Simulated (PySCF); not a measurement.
**EPR parameters of C5H9O2**

Compound: C5H9O2 (doublet state).
Cartesian coordinates in Å at the GFN2-xTB level; atoms count from 1:
```
atom  x, y, z in Å
C1    -1.9077    0.9796    0.2147
C2    -1.0497    0.0312    0.9441
C3    -0.4435   -1.0450    0.0374
C4     0.4877   -0.4286   -1.0033
C5     1.7773    0.0671   -0.4025
O6     2.1937   -0.1773    0.6970
O7     2.4554    0.8343   -1.2701
H8    -2.4879    0.6496   -0.6255
H9    -2.0728    1.9694    0.5922
H10   -0.2502    0.5646    1.4651
H11   -1.6334   -0.4806    1.7278
H12    0.1211   -1.7538    0.6448
H13   -1.2439   -1.5843   -0.4718
H14    0.7550   -1.1623   -1.7679
H15    0.0016    0.4108   -1.5046
H16    3.2898    1.1343   -0.8763
```

The hyperfine couplings belong to this conformer and change with its torsions.

The species is `[CH2]CCCC(=O)O` [radical].

The calculation used UKS B3LYP, pcH-1 on C H O, non-relativistic, mean-field spin-orbit, GIAO in PySCF. The structure is a single GFN2-xTB conformer in the gas phase; no vibrational or solvent corrections. A GFN2-xTB geometry isn't a minimum of the functional, and hyperfine couplings can be far from their values at a DFT geometry. The SCF solution wasn't tested for stability.

```json
{
  "g1, g2, g3": "2.00219, 2.00281, 2.00301",
  "g_iso": "2.00267",
  "Form of g": "rhombic: the two nearest values differ by 24 % of g3 − g1",
  "⟨S²⟩": "0.7536 (exact 0.7500)",
  "α and β electrons": "28, 27",
  "HOMO–LUMO gap, α and β orbitals": "5.74, 6.16 eV",
  "Basis functions": "265"
}
```

Hyperfine couplings atom by atom, in G; T1 to T3 are the principal values of the dipolar part (MHz turned into gauss with g_iso; 10 G = 1 mT):

| atom | isotope | a_iso | T1 | T2 | T3 | Mulliken spin population |
| --- | --- | --- | --- | --- | --- | --- |
| C1 | 13C | 32.7 | -28.9 | -28.7 | 57.6 | 1.07 |
| C2 | 13C | -11.9 | -0.9 | 0.1 | 0.8 | -0.09 |
| C3 | 13C | 6.7 | -0.8 | -0.6 | 1.3 | 0.01 |
| C4 | 13C | 0.6 | -0.7 | -0.1 | 0.8 | 0.01 |
| C5 | 13C | 0.0 | -0.1 | -0.1 | 0.2 | 0.00 |
| O6 | 17O | -0.1 | -0.1 | 0.0 | 0.1 | 0.00 |
| O7 | 17O | 0.0 | -0.1 | 0.0 | 0.0 | 0.00 |
| H8 | 1H | -21.8 | -14.0 | 0.0 | 14.0 | -0.04 |
| H9 | 1H | -22.3 | -14.0 | -0.1 | 14.0 | -0.05 |
| H10 | 1H | 15.2 | -1.8 | -1.6 | 3.4 | 0.02 |
| H11 | 1H | 58.3 | -2.2 | -1.0 | 3.1 | 0.07 |
| H12 | 1H | -0.9 | -0.8 | -0.6 | 1.4 | 0.00 |
| H13 | 1H | -0.6 | -1.1 | -1.0 | 2.0 | 0.00 |
| H14 | 1H | -0.4 | -0.6 | -0.4 | 1.0 | 0.00 |
| H15 | 1H | 0.1 | -2.2 | -1.3 | 3.6 | 0.00 |
| H16 | 1H | 0.0 | -0.2 | -0.2 | 0.4 | 0.00 |

The largest Mulliken spin populations are on C1 (+1.07), C2 (-0.09) and H11 (+0.07). No atom but C1 exceeds +0.15. The positive populations add up to 1.18 and the negative ones to -0.18, together 2S = 1. The angles at C1 add up to 359.4°, so it is planar; its axial dipolar tensor and the negative couplings of its protons fit spin in a p orbital normal to that plane.

Axes: g2 points within 5° of the C1–C2 bond.

Under fast tumbling the dipolar parts average out, and these isotropic splittings remain: 2 × 1H (H10/H11, I = 1/2, 3 lines) with 3.68 mT, 2 × 1H (H8/H9, I = 1/2, 3 lines) with 2.21 mT and 2 × 1H (H12/H13, I = 1/2, 3 lines) with 0.08 mT.

Nuclei that the bonding pattern makes equivalent are averaged, as if the motion that swaps them (rotation, inversion, ring flip) were fast. The 1H value of +103.1 MHz is a mean of couplings from 42.7 to 163.5 MHz in this one geometry, not an average over conformers.

The 13C coupling of C1 (91.7 MHz) shows only in satellite lines or after enrichment, since that isotope makes up about 1.07 % of natural carbon.

β density exceeds α density at some nuclei, such as C2 (-0.0296) and H8/H9 (-0.0138), spin density in bohr⁻³. In a single determinant that takes different orbitals for the two spins, that is spin polarisation.

On one thread of an Arm Neoverse V2, shared host with 48 logical CPUs at a one-minute load of 18, this took 46 s of wall time (with the writing of density and orbital grids) and 0.98 GiB of memory at its peak.
